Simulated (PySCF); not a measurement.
Positional isomers: silole hydroxy. Gas-phase values, no solvent. One relaxed conformer stands for each flexible species; it need not be the lowest. Strings in code marks are SMILES.

The HOMO–LUMO gap from two functionals at the same geometries (PBE0-D4/def2-TZVP), both in PySCF: PBE-D3(BJ)/def2-TZVP and PBE0-D4/def2-TZVP. 

```tsv
species	PBE-D3(BJ)/def2-TZVP (eV)	PBE0-D4/def2-TZVP (eV)
`OC1=CC=C[SiH2]1` (H–O–C–Si torsion 0°)	2.92	4.82
`OC1=C[SiH2]C=C1` (H–O–C–C torsion 0°)	3.26	5.23
`C1[SiH](C=CC=1)O` (H–O–Si–C torsion 54°)	3.16	5.08
```

Over these rows, drawn at random from the members with no instability flagged (it was tested for open shells, ions and some series alone), PBE minus PBE0-D4: mean -1.93 eV, from -1.97 eV to -1.90 eV.
